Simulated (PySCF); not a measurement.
# Electron correlation in Mn (manganese, neutral)

Starting occupation: [Ar] 3d5 4s2, 3d5/2 with m_j = -3/2, -1/2, +1/2, +3/2, +5/2. Calculation: PySCF 2.14, in x2c-TZVPall-2c with one added diffuse shell each of s, p, d type (7s8p5d1f, 63 functions); X2C-1e with screened-nucleus spin-orbit coupling, Gaussian nucleus. Frozen: [Ne]; 15 electrons correlated; the 6 highest virtual spinors left out.

MP2 pair energies summed by pair of shells (mhartree):

```tsv
pair	energy	share (%)
3d-3p	-136.55	36.8
3p-3p	-72.73	19.6
3d-3d	-58.04	15.6
3p-3s	-24.22	6.5
4s-4s	-20.71	5.6
3d-4s	-20.38	5.5
3d-3s	-18.94	5.1
3p-4s	-15.11	4.1
3s-3s	-3.22	0.9
3s-4s	-0.97	0.3
```

Total MP2 correlation energy: -370.88 mhartree.

The GHF reference relaxed away from the jj start to a determinant that is no pure jj level (⟨S²⟩ = 8.77, ⟨J²⟩ = 8.77); the energies belong to that determinant.

This basis was not built for core-valence correlation, so the inner-shell part is incomplete.
